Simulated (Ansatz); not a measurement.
## BH3Br− (SMILES [BH3-]Br): the energy, rung by rung

The species is BH3Br− (5 atoms), meant as a singlet with charge -1. SMILES: `[BH3-]Br`. Geometry: relaxed at GFN2-xTB.

```
atom    x (Å)    y (Å)    z (Å)
   B   0.1055  -0.0473   0.1457
  Br  -1.0442   0.4678  -1.4413
   H   1.2341  -0.2172  -0.2603
   H  -0.3525  -1.0667   0.6130
   H   0.0571   0.8634   0.9429
```

Quantity: the energy change with the B1–H5 bond stretched from 1.211 to 1.817 Å, in eV. The values are calculated.

| level | kind | program | value (eV) | less FCI/STO-3G | CPU time (all runs) |
| --- | --- | --- | --- | --- | --- |
| HF/STO-3G (restricted) | Hartree–Fock | Ansatz | 3.07 | +0.70 | 0.3 s |
| BLYP/STO-3G (restricted) | GGA | Ansatz | 2.19 | -0.18 | 2.4 s |
| r2SCAN0/STO-3G (restricted) | hybrid meta-GGA | Ansatz | 2.65 | +0.28 | 5.7 s |
| CAM-B3LYP/STO-3G (restricted) | range-separated hybrid | Ansatz | 2.58 | +0.21 | 2.8 s |
| B2PLYP/STO-3G (restricted) | double hybrid | Ansatz | 2.55 | +0.18 | 3.1 s |
| MP2/STO-3G (restricted) | perturbation theory | Ansatz | 2.64 | +0.27 | 0.35 s |
| CCSDT/STO-3G (restricted) | coupled cluster or CI | Ansatz | 2.37 | 0.00 | 0.99 s |
| CCSDTQ/STO-3G (restricted) | coupled cluster or CI | Ansatz | 2.37 | 0.00 | 35 s |
| FCI/STO-3G | exact in the basis | Ansatz | 2.37 | 0.00 | 20 s |

FCI/STO-3G is exact within its basis and frozen core, so for wave-function methods in that basis the difference is their error; functionals converge differently with the basis, so for them it is only a difference. Spin-restricted single references rise too steeply as a bond breaks, Hartree–Fock most of all. All-electron rows without a relativistic Hamiltonian named are non-relativistic. Sets without diffuse functions describe the anion poorly. The first shape isn't each level's own minimum. The values span 2.19 to 3.07 eV. All rows use very small basis sets, so even the best lies far from the true value. In the correlated wave-function rows the outer d shell of Br is correlated, in sets not made for it. CPU times are rough (shared hosts, several kinds of processor): they show what a rung costs within a factor of a few.
